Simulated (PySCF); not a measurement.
Polarisability as a sum over states

Compound: C₈H₁₀NP.
Z-matrix (Å and degrees, PBE0-D3(BJ)/def2-SVP geometry), rows numbered from 1:
```
C 
P   1  1.6703
C   2  1.8404  1  128.83
C   3  1.3978  2  121.11  1   -88.48
C   4  1.3944  3  118.74  2   174.54
N   5  1.3305  4  123.57  3    -0.25
C   6  1.3307  5  117.63  4    -0.14
C   7  1.3942  6  123.58  5     0.07
C   2  1.8091  1  121.21  3  -150.93
C   9  1.5224  2   65.10  1  -106.05
H   1  1.0936  2  116.33  3   -72.72
H   1  1.0935  2  116.48  3    71.78
H   4  1.0936  3  121.09  2    -5.64
H   5  1.0965  4  119.96  3   179.58
H   7  1.0965  6  116.45  5   179.93
H   8  1.0936  3  121.07  2     5.60
H   9  1.0933  2  114.97 10   109.57
H   9  1.0942  2  118.13 10  -109.21
H  10  1.0933  2  115.01  9  -109.57
H  10  1.0941  2  118.03  9   109.22
```

Method used: TDDFT PBE0/def2-SVPD, vertical, gas phase, core orbitals frozen in the response in PySCF 2.14.0, density-fitted response routines.

Computed singlets:

| state | E (eV) | f |
| --- | --- | --- |
| S1 | 3.15 | 0.074 |
| S2 | 3.59 | 0.0001 |
| S3 | 4.39 | 0.0003 |
| S4 | 4.62 | 0.0059 |
| S5 | 4.85 | 0.063 |
| S6 | 5.09 | 0.0001 |
| S7 | 5.45 | 0.044 |
| S8 | 5.50 | 0.043 |
| S9 | 5.60 | 0.0057 |
| S10 | 5.74 | 0.0004 |

Question: Build the mean polarisability up from these states and compare it with the full response value.

Answer: Each state adds f / ΔE² (ΔE in hartree, 27.2114 eV).

```
state  f/ΔE² (au)  running sum (au)  running share of α (%)
   S1        5.53              5.53                     4.3
   S2        0.01              5.54                     4.3
   S3        0.01              5.55                     4.3
   S4        0.20              5.75                     4.5
   S5        1.99              7.74                     6.0
   S6        0.00              7.74                     6.0
   S7        1.10              8.84                     6.8
   S8        1.05              9.89                     7.7
   S9        0.14             10.02                     7.8
  S10        0.01             10.03                     7.8
```

The full response gives 129.08 au (19.13 Å³), so 119.0 au comes from the higher roots of the same equations.

Question: By how much does the contribution of these states grow at 1064 nm?

Answer: With ω = 0.0428 hartree each state's term in the mean polarisability goes from f / ΔE² to f / (ΔE² − ω²); the sum over all 10 states goes from 10.03 to 11.16 au, a rise of 1.12 au.

The largest single term belongs to S1, which also has the largest f.

A one-level model with all 52 active electrons at a single energy would need ΔE = √(N/α) = 17.3 eV to give this α, against S1 at 3.15 eV.

One conformer stands for the species.
